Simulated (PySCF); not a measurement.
**As⁺ (arsenic, charge +1): TPSS calculation**

Configuration: [Ar] 3d10 4s1 4p2 4d1, one real determinant (an excited configuration). Computed with PySCF 2.14 in aug-cc-pVTZ-DK (7s6p4d2f, 59 functions), with the spin-free X2C one-electron Hamiltonian (Gaussian nucleus).

```
Total energy                                                  : -2259.611 hartree
One-electron energy                                           : -3126.279 hartree
Hartree (Coulomb) energy                                      : 950.567 hartree
Exchange-correlation energy                                   : -83.900 hartree
⟨S²⟩                                                          : 6.0009
⟨L²⟩                                                          : 7.752
Sum of ⟨r⟩                                                    : 23.08 bohr
Sum of ⟨r²⟩                                                   : 40.10 bohr²
Traceless quadrupole moment −½Σ⟨3z² − r²⟩ along its main axis : 1.30 e·bohr²
Langevin diamagnetic susceptibility                           : -31.8 ×10⁻⁶ cm³/mol
```

| shell | electrons | mean orbital energy (hartree) | spread (hartree) | rms radius, mean of both spins (bohr) |
| --- | --- | --- | --- | --- |
| 1s α | 1 | -431.51494 | 0 | 0.0524 |
| 1s β | 1 | -431.50792 | 0 | 0.0524 |
| 2s α | 1 | -55.32811 | 0 | 0.220 |
| 2s β | 1 | -55.32488 | 0 | 0.220 |
| 2p α | 3 | -48.54099 | 0.00337 | 0.196 |
| 2p β | 3 | -48.53569 | 0.00627 | 0.196 |
| 3s α | 1 | -7.61287 | 0 | 0.641 |
| 3s β | 1 | -7.60181 | 0 | 0.641 |
| 3p α | 3 | -5.50544 | 0.01534 | 0.668 |
| 3p β | 3 | -5.49278 | 0.01865 | 0.668 |
| 3d α | 5 | -2.05670 | 0.01469 | 0.756 |
| 3d β | 5 | -2.03671 | 0.01824 | 0.756 |
| 4s α | 1 | -1.03948 | 0 | 1.94 |
| 4p α | 2 | -0.64372 | 0 | 2.32 |
| 4d α | 1 | -0.21027 | 0 | 4.01 |

⟨L²⟩ = 7.75 against 12 for a pure F term, so this real determinant mixes terms. The outer electron is Rydberg-like, and this basis confines it to a smaller radius and binds it less than a complete one would.

Densities and radii are taken from the X2C orbitals without a picture-change correction, which distorts them close to the nucleus.
